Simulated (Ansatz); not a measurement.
Reaction (ligand exchange at the Si–Cl bond): `F[Si](Cl)(Cl)Cl` + NH₃ → `N[Si](F)(Cl)Cl` + HCl

Program: Ansatz. Geometries: PBE0-D4/def2-TZVP. ΔE: electronic, gas phase. CCSD(T)/CBS adds triple-zeta CCSD(T) − MP2 to the extrapolated MP2 energy (def2 sets, frozen cores). This one scheme is used for every species. DFT in def2-TZVPP. One conformer a species, not always the lowest.

| level | ΔE (kJ/mol) | difference from CCSD(T)/CBS |
| --- | --- | --- |
| LDA (SPW92) | 15.8 | -4.2 |
| B2PLYP | 19.1 | -0.9 |
| PBE | 25.4 | 5.4 |
| revPBE | 28.1 | 8.1 |
| r2SCAN | 22.7 | 2.7 |
| LC-ωPBE | 15.9 | -4.1 |
| CCSD(T)/def2-SVP | 16.3 | -3.7 |
| HF/def2-TZVPP | 12.3 | -7.7 |
| SCS-MP2/def2-TZVPP | 18.9 | -1.1 |
| MP2/def2-QZVPP | 22.6 | 2.6 |
| CCSD(T)/CBS | 20.0 | 0 |

(1) What do rigid-rotor, harmonic-oscillator terms from PBE0-D4/def2-TZVP frequencies (298.15 K, 1 bar) make of the CCSD(T)/CBS value? (An estimate is asked.)

Largest T1 diagnostic among the species: 0.010.

Answers

(1) Computed: ΔZPE = -9.2 kJ/mol, ΔH = +11.8 kJ/mol, ΔS = 12 J/(mol·K), ΔG = +8.1 kJ/mol.

At CCSD(T), def2-SVP lies −3.7 kJ/mol from the extrapolated value and def2-TZVPP −3.1 kJ/mol. In def2-TZVPP, CCSD(T) changes the Hartree–Fock value by +4.7 kJ/mol (the triples alone add +2.0 kJ/mol) and MP2 by +8.6 kJ/mol.
